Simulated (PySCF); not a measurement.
**Two-component Hartree-Fock for Ni⁷⁺ (nickel, charge +7)**

Start: [Ar] 3d3; 3d3/2 filled at m_j = -1/2, +1/2, +3/2. Calculated with PySCF 2.14 in an uncontracted even-tempered set (18 s from 0.34 bohr⁻², ratio 2.8; 12 p from 0.45 bohr⁻², ratio 2.8; 9 d from 0.45 bohr⁻², ratio 2.8; 4 f from 1.7 bohr⁻², ratio 3): generalised Hartree-Fock with the X2C-1e Hamiltonian and a Gaussian nucleus; one run each with spin-orbit coupling (SO) switched off, then screened by Boettger's factors.

```csv
spinor shell,electrons,"ε, spin-free (eV)","ε, screened SO (eV)",weight of nominal j (screened SO),"rms radius, screened SO (bohr)"
1s1/2,2,-8557.4,-8557.2,1.000,0.0624
2s1/2,2,-1209.2,-1209.1,1.000,0.264
2p1/2,2,-1058.1,-1071.1,0.982,0.236
2p3/2,4,-1058.1,-1051.6,0.991,0.238
3s1/2,2,-277.73,-277.71,1.000,0.750
3p1/2,2,-228.64,-231.85,0.643,0.771
3p3/2,4,-228.64,-227.04,0.821,0.776
3d3/2,3,-164.18,-164.24,0.631,0.785
```

```json
{"quantity": "E (hartree)", "spin-free": "-1503.52606", "screened SO": "-1503.56855"}
{"quantity": "M_J", "spin-free": "3/2", "screened SO": "3/2"}
{"quantity": "⟨J²⟩", "spin-free": "6.754", "screened SO": "6.533"}
{"quantity": "⟨L²⟩", "spin-free": "12.003", "screened SO": "11.988"}
{"quantity": "⟨S²⟩", "spin-free": "3.751", "screened SO": "3.743"}
```

The determinant has a definite M_J but mixes levels of different J.

Each row is a mean over spinors that exchange with the open shell spreads, by up to 15.479 eV (3p1/2).

Rows whose weight is well below 1 are mixtures of j = l ± 1/2: exchange outweighs spin-orbit coupling there, and the label is only the starting occupation.

Without spin-orbit coupling the j labels of p, d and f shells carry no meaning; the spin-free column gives the mean over the occupied spinors of each nl shell, and its ⟨J²⟩ belongs to a mixture of degenerate components.
